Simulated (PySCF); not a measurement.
# La(III) with more and more H2O

Computed with PySCF 2.14.0, PBE0, def2-SVP on the ligands, density fitting, scalar-relativistic core potentials, no spin-orbit coupling, vacuum. The metal has def2-SVP with ECP46. Each complex is relaxed within the symmetry of its template. Distances are means of the shortest metal–ligand contacts, charges and spins Mulliken's; removal energies are rigid, with the ligand's formal charge and no counterpoise, so too large; for an anion taken off a cation in vacuum most of it is the attraction of opposite charges, and multiply charged cations can part far more cheaply with an electron moved from ligand to metal.

```tsv
complex	point group	M–H2O (Å)	charge on M (e)	HOMO–LUMO gap (eV)	removal of one H2O (eV)	strongest infrared band, degenerate modes summed (cm⁻¹)	unstable modes (below −25 cm⁻¹)
[La(H2O)4]3+	D2d	2.439	1.84	8.33	3.02	–	3
```

(1) Order these by the metal–ligand distance, lowest first.
A. [La(H2O)2]3+
B. [La(H2O)3]3+
C. [La(H2O)]3+

(2) What else do they give?

Members with unstable modes aren't minima as they stand: saddle points kept by symmetry or, where the modes are soft, flat surfaces and noise. Moved off a saddle point of the template and relaxed again: [La(H2O)2]3+, [La(H2O)3]3+. One start shape was tried for each, so a minimum needn't be the lowest isomer.

Results:

(1) C (2.335), A (2.370), B (2.407).

(2) 
```json
{"complex": "[La(H2O)]3+", "point group": "C2v", "M–H2O (Å)": "2.335", "charge on M (e)": "2.58", "HOMO–LUMO gap (eV)": "7.30", "removal of one H2O (eV)": "4.48", "strongest infrared band, degenerate modes summed (cm⁻¹)": "3467", "unstable modes (below −25 cm⁻¹)": "0"}
{"complex": "[La(H2O)2]3+", "point group": "C1", "M–H2O (Å)": "2.370", "charge on M (e)": "2.27", "HOMO–LUMO gap (eV)": "7.70", "removal of one H2O (eV)": "3.86", "strongest infrared band, degenerate modes summed (cm⁻¹)": "3543", "unstable modes (below −25 cm⁻¹)": "0"}
{"complex": "[La(H2O)3]3+", "point group": "D3, nearly planar", "M–H2O (Å)": "2.407", "charge on M (e)": "2.03", "HOMO–LUMO gap (eV)": "8.18", "removal of one H2O (eV)": "3.40", "strongest infrared band, degenerate modes summed (cm⁻¹)": "3603", "unstable modes (below −25 cm⁻¹)": "0 (lowest -13 cm⁻¹, within noise)"}
```
